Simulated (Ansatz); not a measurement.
Cost and result for the atomization energy of CH₇AsBNSi (12 atoms, 12 bonds).

Cartesian coordinates in Å:
```
N -0.360 0.611 2.028
C 0.063 0.209 0.849
As 0.033 -1.763 -1.471
B -0.626 -0.040 -0.474
Si 1.297 0.802 -0.343
H -1.335 0.536 2.282
H 0.257 1.034 2.702
H -0.523 -1.335 -2.823
H -1.249 -2.518 -1.125
H -1.727 0.355 -0.729
H 1.786 2.186 -0.072
H 2.384 -0.076 -0.823
```

Total charge 0; spin multiplicity 1. Correlated methods include outer-core shells of As, which these sets cover unevenly. Scalar relativity is left out up to krypton. The bonds changed during the relaxation, so this is another structure than the one it started from. The geometry is a stationary point of PBE0-D4/def2-TZVP. It is one conformer, not always the lowest. Program: Ansatz. All runs use 4 threads of an Arm Neoverse V1 on a shared host. Times are those of one run each, without the atoms' runs, and a repeat can differ threefold. Electronic energies, without spin–orbit coupling; frozen cores. CCSD(T)/CBS adds CCSD(T) − MP2 in def2-TZVPP to the MP2 limit, and its time is that of the two runs behind it. T1 = 0.015. With those shells the extrapolation isn't a true limit. B3LYP takes the VWN-RPA correlation (the form of Gaussian; ORCA's B3LYP/G).

CCSD(T)/CBS is a level of theory with its own doubt, some kJ/mol a heavy atom from the limit and from the frozen cores, so smaller differences don't rank the functionals.

| level | functions | wall time | atomization (kcal/mol) | difference from CCSD(T)/CBS | per bond |
| --- | --- | --- | --- | --- | --- |
| PBE-D4/def2-TZVPP (with forces) | 281 | 3.6 s | 953.5 | 31.3 | 2.6 |
| PBE0-D4/def2-TZVPP | 281 | 5.5 s | 933.3 | 11.1 | 0.9 |
| r2SCAN-D4/def2-TZVPP (with forces) | 281 | 7.5 s | 934.3 | 12.1 | 1.0 |
| B3LYP-D4/def2-TZVPP (with forces) | 281 | 8.5 s | 933.8 | 11.6 | 1.0 |
| B2PLYP/def2-TZVPP | 281 | 9.5 s | 916.0 | -6.2 | -0.5 |
| ωB97X-V/def2-TZVPP | 281 | 13 s | 933.9 | 11.7 | 1.0 |
| ωB97M-V/def2-TZVPP (with forces) | 281 | 19 s | 930.2 | 8.0 | 0.7 |
| MP2/def2-QZVPP | 540 | 60 s | 918.3 | -3.9 | -0.3 |
| CCSD(T)/def2-TZVPP | 281 | 6.4 min | 895.9 | -26.3 | -2.2 |
| CCSD(T)/CBS(def2) | – | 7.4 min | 922.2 | 0.0 | 0.0 |

From PBE to PBE0 (25 % exact exchange), in def2-TZVPP and without D4, the atomization energy moves by −19.1 kcal/mol: exact exchange takes away binding that semilocal exchange gives to molecules. In def2-TZVPP, CCSD(T) changes the Hartree–Fock value by +261.6 kcal/mol (the triples alone add +18.0 kcal/mol) and MP2 by +268.5 kcal/mol; breaking electron pairs costs correlation energy, which Hartree–Fock lacks. The D4 term adds +11.9 kcal/mol with B3LYP and +6.2 kcal/mol with PBE0; it sums over pairs of atoms, weighted by their polarisabilities, and B3LYP, whose exchange is more repulsive, gets the larger term.
